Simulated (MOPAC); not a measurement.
MOPAC input (PM6):

```
PM6 FORCE THERMO(298,298) PRECISE LET UHF MS=0.5 GEO-OK AUX(PRECISION=9) THREADS=1
H7OSi3

O    -0.43519240 1    1.97275234 1   -0.09911953 1
Si    0.03016823 1    0.46790908 1   -0.02078935 1
Si    1.69899261 1   -0.40916468 1    0.17691782 1
Si   -1.36297732 1   -1.04357970 1   -0.36272283 1
H    -0.68477754 1    2.84188829 1   -0.14562992 1
H     0.76670861 1   -0.07386605 1    1.51243777 1
H     2.03294779 1   -1.86791401 1    0.18430487 1
H     2.99518651 1    0.29392546 1    0.44883250 1
H    -1.55056086 1   -0.96898557 1   -1.86261155 1
H    -1.05453137 1   -2.47714541 1   -0.03056792 1
H    -2.71658428 1   -0.78294039 1    0.24260341 1
```

From the output:

```
     H   11   0.013094   0.018486   0.197484   0.201218   2.507987

          HEAT OF FORMATION =     -43.535964 KCALS/MOLE

          ZERO POINT ENERGY      36.644 KCAL/MOL

           NORMAL COORDINATE ANALYSIS (Total motion = 1 Angstrom)

   Root No.       1         2         3         4         5         6         7         8

                 1 A       2 A       3 A       4 A       5 A       6 A       7 A       8 A

                 100.1     125.8     176.7     184.7     207.3     345.2     372.0     421.0

           1    0.0066    0.0413    0.0079    0.0125    0.0038    0.0194   -0.0016    0.0320
           2   -0.0054   -0.0217   -0.0684    0.0643   -0.0117   -0.0023   -0.0126    0.0014
           3   -0.0155    0.0050   -0.0395   -0.0211    0.0356    0.0016   -0.0004    0.0003
           4    0.0062    0.0420    0.0076    0.0117    0.0080    0.0190   -0.0016    0.0198
           5    0.0047    0.0038    0.0154   -0.0355   -0.0020   -0.0380   -0.0016   -0.0255
           6   -0.0075   -0.0065    0.0534    0.0355   -0.0408   -0.0330   -0.0011    0.0139
           7   -0.0019   -0.0180    0.0199   -0.0236    0.0056   -0.0084    0.0255   -0.0169
           8    0.0126    0.0645    0.0025    0.0033    0.0016   -0.0086   -0.0097   -0.0137
           9    0.0136    0.0033   -0.0147   -0.0100    0.0103    0.0122   -0.0033   -0.0139
          10   -0.0068   -0.0396   -0.0279    0.0093   -0.0081   -0.0175   -0.0244   -0.0149
          11   -0.0107   -0.0552    0.0196   -0.0145    0.0024    0.0428    0.0095    0.0409
          12   -0.0005   -0.0013   -0.0049   -0.0051    0.0048    0.0294    0.0016   -0.0151
          13    0.0064    0.0413    0.0069    0.0140    0.0048    0.0189   -0.0019    0.0305
          14   -0.0116   -0.0304   -0.1201    0.1239   -0.0184    0.0100   -0.0083    0.0172
          15   -0.0173    0.0139   -0.1057   -0.0624    0.0816    0.0273    0.0033   -0.0168
          16    0.0355    0.0405   -0.0345   -0.0501   -0.1755    0.0968    0.0432   -0.0561
          17   -0.0430   -0.0009    0.1031    0.0675    0.1155   -0.0313   -0.0542   -0.0639
          18    0.0012   -0.0047    0.0183    0.0126   -0.0031   -0.0035   -0.0087   -0.0061
          19   -0.0030   -0.0142    0.0201   -0.0145    0.0157   -0.0145    0.0435   -0.0078
          20    0.0220    0.1446   -0.0401    0.0799   -0.0084    0.0237    0.2327   -0.0132
          21   -0.0280   -0.0252    0.0514    0.0892    0.2849   -0.1835    0.0357    0.1341
          22   -0.0071   -0.1019    0.0542   -0.1117   -0.0122   -0.0280   -0.1961   -0.0228
          23    0.0062    0.0452    0.0187   -0.0019    0.0155   -0.0177   -0.0494   -0.0205
          24    0.0689    0.0449   -0.1145   -0.1159   -0.1674    0.0541    0.0239    0.0686
          25   -0.2154    0.0437   -0.1253   -0.0729   -0.0657   -0.1454    0.0541    0.0543
          26   -0.1709   -0.0126    0.1282    0.0753    0.0333    0.2371   -0.0196   -0.1555
          27    0.0622   -0.0212   -0.0167   -0.0152    0.0037   -0.0026   -0.0021    0.0209
          28    0.0355   -0.0654   -0.0159    0.0287    0.0023   -0.0070   -0.0131   -0.0398
          29    0.0294   -0.1350   -0.0375    0.0117   -0.0018   -0.0687    0.2176   -0.0184
          30   -0.2166    0.1050   -0.0984   -0.1007   -0.0572   -0.0868    0.0446    0.0970
          31    0.1120   -0.1643   -0.0189    0.0828    0.0165   -0.0349    0.1089   -0.1314
          32    0.0676   -0.0320   -0.0118   -0.0750   -0.0060   -0.0122   -0.0682    0.1839
          33    0.2179   -0.0673   -0.0469   -0.0396    0.0100   -0.0711   -0.0114    0.1162

   Root No.       9        10        11        12        13        14        15        16

                 9 A      10 A      11 A      12 A      13 A      14 A      15 A      16 A

                 494.5     532.1     555.7     629.3     670.4     696.1     810.3     856.4

           1    0.0253   -0.0005    0.0736    0.0005   -0.0002   -0.0002    0.1937    0.0073
           2   -0.0013    0.0036    0.0123    0.0042   -0.0637   -0.0295   -0.0069    0.0011
           3    0.0004    0.0025    0.0016   -0.0022    0.0279   -0.0730    0.0012    0.0005
           4    0.0144   -0.0023    0.0266   -0.0034    0.0042    0.0041   -0.1417   -0.0054
           5   -0.0028    0.0177    0.0899    0.0048    0.0245    0.0118   -0.0147   -0.0019
           6   -0.0017    0.0014   -0.0052   -0.0012   -0.0078    0.0174   -0.0030    0.0001
           7   -0.0180   -0.0002   -0.0638   -0.0105   -0.0070   -0.0048    0.0201    0.0012
           8    0.0056   -0.0088   -0.0797    0.0072   -0.0079   -0.0055    0.0175    0.0014
           9   -0.0050   -0.0257    0.0145   -0.0098   -0.0009   -0.0029    0.0029   -0.0002
          10   -0.0207    0.0109    0.0019    0.0008    0.0024    0.0008    0.0050   -0.0161
          11   -0.0020   -0.0070   -0.0061   -0.0001   -0.0006    0.0003    0.0027   -0.0089
          12    0.0037    0.0116    0.0006    0.0083    0.0028    0.0001    0.0049    0.0040
          13    0.0242   -0.0005    0.0632   -0.0025    0.0138    0.0040    0.1336    0.0045
          14    0.0163   -0.0325   -0.1452   -0.0549    0.6346    0.2949    0.0525   -0.0126
          15   -0.0002   -0.0043   -0.0006    0.0028   -0.2739    0.7128    0.0201   -0.0034
          16   -0.0719   -0.1338    0.0044    0.3222    0.0435    0.0194   -0.0124    0.0100
          17    0.0067   -0.0416   -0.0197   -0.2641   -0.0428    0.0061    0.0240   -0.0012
          18   -0.0031   -0.0257    0.0476   -0.0238   -0.0017    0.0133   -0.0350   -0.0014
          19   -0.0304    0.0112   -0.0726   -0.0035   -0.0069   -0.0040    0.0343    0.0005
          20   -0.1623    0.0409   -0.0078   -0.0881   -0.0172   -0.0133    0.0719   -0.0070
          21   -0.0057    0.1304   -0.1136    0.2653    0.0312    0.0263    0.0002    0.0002
          22    0.1644   -0.0523   -0.2176    0.0347   -0.0298   -0.0175    0.0470   -0.0076
          23    0.0274   -0.0471   -0.0948    0.0172   -0.0125   -0.0089    0.0347   -0.0000
          24    0.1023    0.3283   -0.1883   -0.0625   -0.0067    0.0088   -0.0140   -0.0028
          25    0.0484   -0.0580    0.0043   -0.0169   -0.0030    0.0013   -0.0234    0.3688
          26    0.0087    0.0965   -0.0008    0.0427    0.0249    0.0167   -0.0881    0.1964
          27   -0.0074   -0.0036   -0.0028    0.0003   -0.0021   -0.0031    0.0220   -0.0904
          28   -0.0069    0.0184    0.0105    0.0061    0.0055    0.0019    0.0116    0.0317
          29    0.2163   -0.0912   -0.0095   -0.0067   -0.0255   -0.0166   -0.0756   -0.0424
          30    0.0266   -0.0673   -0.0217   -0.0256   -0.0244   -0.0107   -0.0465   -0.2414
          31    0.1480   -0.0103    0.0205    0.0175   -0.0069   -0.0026   -0.0180    0.0426
          32   -0.1130   -0.0329   -0.0316   -0.0442    0.0012    0.0051   -0.0616    0.1114
          33   -0.0340   -0.0459   -0.0201   -0.0463   -0.0030    0.0046   -0.0980    0.2224

   Root No.      17        18        19        20        21        22        23        24

                17 A      18 A      19 A      20 A      21 A      22 A      23 A      24 A

                 866.7     892.4     910.3    1033.1    1956.6    2044.4    2073.4    2086.9

           1    0.0110    0.0016   -0.0030   -0.0002    0.0011    0.0006   -0.0009   -0.0001
           2    0.0002   -0.0004   -0.0004    0.0000   -0.0000    0.0001    0.0001   -0.0000
           3    0.0002    0.0003   -0.0002    0.0001    0.0005   -0.0000   -0.0000    0.0000
           4   -0.0082   -0.0026    0.0048    0.0000   -0.0040   -0.0001    0.0019    0.0002
           5    0.0028   -0.0023    0.0034   -0.0007   -0.0026   -0.0000    0.0011   -0.0003
           6   -0.0009   -0.0005    0.0003   -0.0071   -0.0095   -0.0002    0.0013   -0.0004
           7   -0.0036    0.0085   -0.0117   -0.0122    0.0011   -0.0008   -0.0146    0.0001
           8   -0.0042    0.0087   -0.0113   -0.0151    0.0031   -0.0004   -0.0124   -0.0010
           9   -0.0006    0.0001   -0.0000   -0.0017   -0.0167    0.0001    0.0028    0.0000
          10    0.0087   -0.0086   -0.0052   -0.0025    0.0002    0.0045    0.0004   -0.0116
          11   -0.0198    0.0102    0.0077    0.0025   -0.0002   -0.0102    0.0004    0.0025
          12   -0.0131   -0.0093   -0.0018   -0.0027    0.0003   -0.0052    0.0008   -0.0190
          13    0.0085    0.0003   -0.0025   -0.0039    0.0007    0.0022   -0.0053   -0.0013
          14   -0.0001   -0.0023    0.0049   -0.0066   -0.0002   -0.0004   -0.0005   -0.0000
          15   -0.0022   -0.0033    0.0019   -0.0142   -0.0025    0.0002    0.0003   -0.0000
          16    0.0352    0.0082   -0.0325    0.3168   -0.0352   -0.0006    0.0052    0.0008
          17    0.0165    0.0207   -0.0641    0.4393   -0.0893   -0.0007    0.0127    0.0014
          18    0.0018   -0.0040    0.0001    0.0730    0.7202    0.0005   -0.1201   -0.0032
          19    0.0044   -0.0080    0.0138    0.0004    0.1219    0.0219    0.4402    0.0009
          20    0.0531   -0.1597    0.2658    0.0515   -0.0162   -0.0014   -0.0408   -0.0012
          21    0.0219   -0.0069    0.0086    0.1122   -0.0076   -0.0019   -0.0231   -0.0002
          22    0.0555   -0.1679    0.2567    0.0469   -0.0245   -0.0042   -0.0712   -0.0051
          23    0.0085   -0.0289    0.0452   -0.0140    0.0994    0.0056    0.3481    0.0305
          24    0.0113    0.0154   -0.0345    0.1550    0.0089   -0.0001    0.0275    0.0028
          25   -0.1538   -0.0040    0.0251    0.0372   -0.0039    0.0505   -0.0019    0.0498
          26    0.2551    0.0145   -0.0199   -0.0672    0.0040    0.0687   -0.0065    0.0911
          27   -0.0400   -0.0094   -0.0001    0.0060   -0.0054    0.3562   -0.0269    0.4066
          28   -0.0286   -0.0534   -0.0222   -0.0033    0.0011   -0.2992   -0.0073    0.3464
          29    0.1200   -0.2287   -0.1607   -0.0201   -0.0010    0.0136    0.0012   -0.0243
          30    0.2121    0.1686    0.0436   -0.0052   -0.0004   -0.0596   -0.0017    0.0574
          31   -0.0075    0.2737    0.1448    0.0162   -0.0012    0.1197   -0.0039   -0.0733
          32    0.1359   -0.0742   -0.0593   -0.0117   -0.0057    0.2089   -0.0134   -0.1283
          33    0.1987    0.1035    0.0244   -0.0093    0.0023   -0.1470    0.0071    0.0777

   Root No.      25        26        27

                25 A      26 A      27 A

                2090.3    2098.6    2402.9

           1    0.0001   -0.0001   -0.0477
           2   -0.0000   -0.0001    0.0008
           3   -0.0000    0.0000   -0.0002
           4   -0.0001    0.0002   -0.0060
           5   -0.0002   -0.0001   -0.0001
           6    0.0001   -0.0000   -0.0000
           7    0.0006    0.0172   -0.0001
           8   -0.0011   -0.0183   -0.0002
           9   -0.0001   -0.0020    0.0001
          10   -0.0182    0.0018   -0.0002
          11   -0.0115    0.0006    0.0003
          12    0.0095    0.0002    0.0000
          13   -0.0004   -0.0005    0.9208
          14   -0.0001    0.0000   -0.0166
          15   -0.0001    0.0001    0.0026
          16   -0.0001    0.0029    0.0056
```
